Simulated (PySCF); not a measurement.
A structure optimised at B3LYP-D3(BJ)/def2-SVP, used in a PySCF frequency run:

```xyz
10

C     -0.9564    -2.7271     0.0000
C     -0.2235    -1.6415     0.0000
C      0.5188    -0.5657     0.0000
C      2.0170    -0.4975     0.0000
Br    -0.3652     1.1548     0.0000
H     -1.2781    -3.1999    -0.9357
H     -1.2781    -3.1999     0.9357
H      2.3805     0.0428    -0.8887
H      2.3805     0.0428     0.8887
H      2.4426    -1.5116     0.0000
```

Task: Write its SMILES, formula and point group.

Result: C=C=C(C)Br, C4H5Br, Cs

Task: What are its rotational constants (standard atomic weights)?

Result: 5.1800, 1.9515, 1.4447 GHz
